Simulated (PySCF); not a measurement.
ClH5SSi2, SMILES [SiH3]S[SiH2]Cl.

The structure is a stationary point at PBE0-D3(BJ)/def2-SVP. This is a generated structure with no PubChem entry under its InChIKey; it may be hypothetical. The values are those of a single conformer.

These are SMD-B3LYP/def2-SVP (PySCF) values and carry that method's errors.

Solvation free energies are E(SMD) − E(gas) at the gas-phase geometry, for 1 M in both phases. In vacuum the dipole moment is 0.92 D.

Computed solvation free energies in water, acetonitrile, dichloromethane:
| solvent | ΔG(solv) (kcal/mol) | its non-electrostatic (CDS) part | dipole (D) |
|---|---|---|---|
| water | 1.4 | 2.8 | 1.24 |
| acetonitrile | -2.5 | -1.2 | 1.23 |
| dichloromethane | -3.2 | -2.0 | 1.18 |
